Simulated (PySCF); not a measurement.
Cartesian coordinates (Å):
```xyz
13

C      0.6147    -0.7325    -1.4068
C      0.2893    -0.1710    -0.2456
Si     1.5770     0.7779     0.7376
C     -1.0872    -0.2834     0.2633
C     -2.1914    -0.0833    -0.4344
Cl    -1.1978    -0.6755     1.9643
H     -0.0956    -1.3276    -1.9697
H      1.6049    -0.6252    -1.8308
H      1.0168     2.0646     1.2010
H      2.0439     0.0085     1.9077
H      2.7182     1.0240    -0.1696
H     -3.1709    -0.1819     0.0089
H     -2.1218     0.2053    -1.4734
```
Charge 0, multiplicity 1.

**Question.** What is the computed total energy, dipole moment and LUMO (PBE-D3(BJ)/def2-TZVP // CAM-B3LYP-D3(BJ)/def2-TZVP in PySCF)?

**Answer.** 
```
Item                  Value
-------------  ------------
total energy   -24648.53 eV
dipole moment        1.56 D
LUMO               -2.18 eV
```
